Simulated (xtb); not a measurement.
In(H)(Cl)(NH2) (ClH₃InN), SMILES [NH2][InH][Cl]. All values are semi-empirical tight-binding results from xtb (GFN2-xTB unless named), good for trends rather than for accurate numbers. Geometry optimised at GFN2-xTB. The values are those of a single conformer.

For metal compounds this method's bond lengths and energies can be far off.

Computed properties:
| Property | Value |
|---|---|
| orbital gap | 3.31 eV |
| zero-point energy | 18.2 kcal/mol |
| G − E(el) at 298.15 K (modified RRHO) | -0.9 kcal/mol |
